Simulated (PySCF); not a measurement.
Structure and norm of the vector part βᵢ = ⅓ Σⱼ (βᵢⱼⱼ + βⱼᵢⱼ + βⱼⱼᵢ) of the static first hyperpolarisability

Method: PySCF, quadratic response CAM-B3LYP/aug-cc-pVDZ first hyperpolarisability, Taylor convention, gas phase. Geometry: PBE0-D3(BJ)/def2-SVP.

Each molecule in one low-energy conformer.

The calculation is non-relativistic, which matters for the atoms heavier than Zn.

Question: How does the norm of the vector part βᵢ = ⅓ Σⱼ (βᵢⱼⱼ + βⱼᵢⱼ + βⱼⱼᵢ) of the static first hyperpolarisability change along this series?
- CC=C=C(C)N(C)C (H replaced by N(CH3)2)
- CC=C=C(C)[Se]C (H replaced by SeCH3)
- CC=C=C(C)C(F)(F)F (H replaced by CF3)

Answer: 
```csv
molecule,static β vector norm (au),static β HRS (au),S1 (eV)
CC=C=C(C)N(C)C,396,162,4.72
CC=C=C(C)[Se]C,202,90,4.21
CC=C=C(C)C(F)(F)F,191,71,5.72
```
The norm of the vector part βᵢ = ⅓ Σⱼ (βᵢⱼⱼ + βⱼᵢⱼ + βⱼⱼᵢ) of the static first hyperpolarisability is lowest for CC=C=C(C)C(F)(F)F and highest for CC=C=C(C)N(C)C.
